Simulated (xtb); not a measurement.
C₂H₆ClGa, singlet, geometry from GFN2-xTB (such geometries of metal compounds can be far from the true shape); GFN1-xTB with ALPB(cs2) run with xtb.

xtb was given this input:
```
$ xtb mol.xyz --gfn 1 --alpb cs2 --json

# file mol.xyz
10

Ga    -0.23882611     0.10083400    -0.14092768
C     -1.80146295    -1.21572828    -0.23393842
H     -1.48974737    -2.11234972    -0.77670352
H     -2.67761150    -0.79304802    -0.72665403
H     -2.07741138    -1.52198383     0.77883123
C     -0.06504875     2.00184560    -0.87573406
H      0.73235088     2.03166984    -1.62340480
H      0.21697965     2.67872738    -0.06457972
H     -0.98796556     2.36112255    -1.33204575
Cl     1.46388735    -0.61686449     0.86890290
```

The log (banner, timings and long lists left out):

```
   ID    Z sym.   atoms
    1   31 Ga     1
    2    6 C      2, 6
    3    1 H      3-5, 7-9
    4   17 Cl     10

           -------------------------------------------------
          |                Calculation Setup                |
           -------------------------------------------------

           -------------------------------------------------
          |                 G F N 1 - x T B                 |
           -------------------------------------------------

      * Solvation model:               ALPB
        Solvent                        cs2
        Parameter file                 internal GFN1-xTB/ALPB
        Dielectric constant                2.6400E+00
        Reference state                gsolv [1 M gas/solution]
        Free energy shift                  5.5033E-03 Eh       3.4534E+00 kcal/mol
        Temperature                        2.9815E+02 K
        Density                            1.2600E+00 kg/L
        Solvent mass                       7.6140E+01 g/mol
        Interaction kernel             P16
        Born radius scaling (c1)           1.3403E+00
        Born radii integrator          GBOBC
        Born offset                        0.0000E+00 a0       0.0000E+00 AA
        H-bond correction              false
        Ion screening                  false
        Surface tension                    1.0000E-05 Eh       1.5569E+01 dyn/cm
        Grid points                               230 per atom

          ...................................................
          :                      SETUP                      :
          :.................................................:
          :  # basis functions                  40          :
          :  # atomic orbitals                  38          :
          :  # shells                           22          :
          :  # electrons                        24          :
          :  # halogen bonds                     0          :
          :  max. iterations                   250          :
          :  Hamiltonian                  GFN1-xTB          :
          :  restarted?                      false          :
          :  GBSA solvation                   true          :
          :  PC potential                    false          :
          :  electronic temp.          300.0000000     K    :
          :  accuracy                    1.0000000          :
          :  -> integral cutoff          0.2500000E+02      :
          :  -> integral neglect         0.1000000E-07      :
          :  -> SCF convergence          0.1000000E-05 Eh   :
          :  -> wf. convergence          0.2000000E-04 e    :
          :  Broyden damping             0.4000000          :
          :  net charge                          0          :
          :  unpaired electrons                  0          :
          ...................................................

 iter      E             dE          RMSdq      gap      omega  full diag
   1    -13.1954979 -0.131955E+02  0.715E+00    5.43       0.0  T
   2    -13.1975730 -0.207512E-02  0.434E+00    5.46       1.0  T
   3    -13.1979134 -0.340380E-03  0.266E-01    5.47       1.0  T
   4    -13.1980185 -0.105090E-03  0.262E-02    5.46       1.2  T
   5    -13.1980253 -0.682704E-05  0.152E-02    5.46       2.1  T
   6    -13.1980256 -0.317804E-06  0.469E-03    5.46       6.7  T
   7    -13.1980257 -0.925257E-07  0.234E-04    5.46     134.9  T
   8    -13.1980257 -0.236255E-12  0.182E-04    5.46     173.4  T
   9    -13.1980257 -0.905267E-10  0.376E-05    5.46     840.0  T

   *** convergence criteria satisfied after 9 iterations ***

         :::::::::::::::::::::::::::::::::::::::::::::::::::::
         ::                     SUMMARY                     ::
         :::::::::::::::::::::::::::::::::::::::::::::::::::::
         :: total energy             -13.082649662618 Eh    ::
         :: total w/o Gsasa/hb       -13.076055124349 Eh    ::
         :: gradient norm              0.042176038150 Eh/a0 ::
         :: HOMO-LUMO gap              5.463018877908 eV    ::
         ::.................................................::
         :: SCC energy               -13.198025694554 Eh    ::
         :: -> electrostatic           0.004742919080 Eh    ::
         :: -> Gsolv                  -0.007715164027 Eh    ::
         ::    -> Gelec               -0.001120625759 Eh    ::
         ::    -> Gsasa               -0.012097847528 Eh    ::
         ::    -> Ghb                  0.000000000000 Eh    ::
         ::    -> Gshift               0.005503309259 Eh    ::
         :: repulsion energy           0.118252216737 Eh    ::
         :: dispersion energy         -0.002876184801 Eh    ::
         :: halogen bond corr.         0.000000000000 Eh    ::
         :: add. restraining           0.000000000000 Eh    ::
         :: total charge               0.000000000000 e     ::
         :::::::::::::::::::::::::::::::::::::::::::::::::::::

           -------------------------------------------------
          |                Property Printout                |
           -------------------------------------------------

    * Orbital Energies and Occupations

         #    Occupation            Energy/Eh            Energy/eV
      -------------------------------------------------------------
         1        2.0000           -0.9041289             -24.6026
         2        2.0000           -0.6175077             -16.8032
         3        2.0000           -0.6173045             -16.7977
         4        2.0000           -0.5524675             -15.0334
         5        2.0000           -0.5151640             -14.0183
         6        2.0000           -0.5132871             -13.9673
         7        2.0000           -0.5116042             -13.9215
         8        2.0000           -0.5100247             -13.8785
         9        2.0000           -0.4796880             -13.0530
        10        2.0000           -0.4794120             -13.0455
        11        2.0000           -0.4571245             -12.4390
        12        2.0000           -0.4121643             -11.2156 (HOMO)
        13                         -0.2114021              -5.7525 (LUMO)
        14                         -0.1607113              -4.3732
        15                         -0.1265298              -3.4431
        16                         -0.1238723              -3.3707
        17                         -0.1137187              -3.0944
        18                         -0.1067011              -2.9035
        19                         -0.0773969              -2.1061
        20                         -0.0526770              -1.4334
        21                         -0.0425145              -1.1569
        22                         -0.0360649              -0.9814
        23                         -0.0334754              -0.9109
       ...                                ...                  ...
        38                          0.7184666              19.5505
      -------------------------------------------------------------
                  HL-Gap            0.2007622 Eh            5.4630 eV
             Fermi-level           -0.3117832 Eh           -8.4841 eV

  Mulliken/CM5 charges         n(s)   n(p)   n(d)
     1Ga    0.36759  0.32377   1.283  0.982  0.367
     2C    -0.20794 -0.34487   1.016  3.192  0.000
     3H     0.04958  0.10112   0.950  0.000  0.000
     4H     0.04393  0.09535   0.956  0.000  0.000
     5H     0.04948  0.10105   0.951  0.000  0.000
     6C    -0.20793 -0.34486   1.016  3.192  0.000
     7H     0.04960  0.10113   0.950  0.000  0.000
     8H     0.04943  0.10101   0.951  0.000  0.000
     9H     0.04394  0.09536   0.956  0.000  0.000
    10Cl   -0.23768 -0.22906   1.885  5.358 -0.005

Wiberg/Mayer (AO) data.
largest (>0.10) Wiberg bond orders for each atom

 ---------------------------------------------------------------------------
     #   Z sym  total        # sym  WBO       # sym  WBO       # sym  WBO
 ---------------------------------------------------------------------------
     1  31 Ga   3.159 --    10 Cl   1.137     2 C    0.875     6 C    0.875
     2   6 C    3.950 --     4 H    0.955     5 H    0.944     3 H    0.943
                             1 Ga   0.875     6 C    0.155
     3   1 H    0.999 --     2 C    0.943
     4   1 H    1.001 --     2 C    0.955
     5   1 H    0.999 --     2 C    0.944
     6   6 C    3.950 --     9 H    0.955     8 H    0.944     7 H    0.943
                             1 Ga   0.875     2 C    0.155
     7   1 H    0.999 --     6 C    0.943
     8   1 H    0.999 --     6 C    0.944
     9   1 H    1.001 --     6 C    0.955
    10  17 Cl   1.291 --     1 Ga   1.137
 ---------------------------------------------------------------------------

Topologies differ in total number of bonds
Writing topology from bond orders to xtbtopo.mol

 dipole moment from electron density (au)
     X       Y       Z
  -1.0114   0.4259  -0.6013  total (Debye):    3.181

           -------------------------------------------------
          | TOTAL ENERGY              -13.082649662618 Eh   |
          | GRADIENT NORM               0.042176038150 Eh/α |
          | HOMO-LUMO GAP               5.463018877908 eV   |
           -------------------------------------------------

normal termination of xtb
```
